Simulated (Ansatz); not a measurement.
`O[SiH2]C#C[SiH3]`, charge 0, multiplicity 1.

(1) Give a relaxed structure at PBE0-D4/def2-TZVP (the Gaussian-basis code of Ansatz). (Best estimate.)

Results:

(1) The calculation gave: 
```xyz
11

O     2.3971    1.1730    1.5334
Si    1.1409    0.1701    1.8649
C     0.0492   -0.0319    0.4096
C    -0.6659   -0.1772   -0.5618
Si   -1.7477   -0.3887   -2.0175
H     2.9425    0.9729    0.7715
H     1.5993   -1.1879    2.2524
H     0.3883    0.8036    2.9673
H    -1.9754   -1.8355   -2.2511
H    -3.0422    0.2900   -1.7671
H    -1.0862    0.2117   -3.2016
```
This is one stationary point; other conformers may exist.
